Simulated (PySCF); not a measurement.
GaHFCl, SMILES [F][GaH][Cl]. Geometry: PBE-D3(BJ)/def2-TZVP.

Computed equilibrium geometry at PBE-D3(BJ)/def2-TZVP (PySCF confirms it by a frequency run) as bond lengths and angles, and its point group:
point group Cs.
Atoms: Ga1 H2 F3 Cl4. Bonds (Å): Ga1–H2 1.550, Ga1–F3 1.766, Ga1–Cl4 2.139. Bond angles (°): H2–Ga1–F3 120.7, H2–Ga1–Cl4 125.9, F3–Ga1–Cl4 113.4.
Charge 0, spin multiplicity 1.
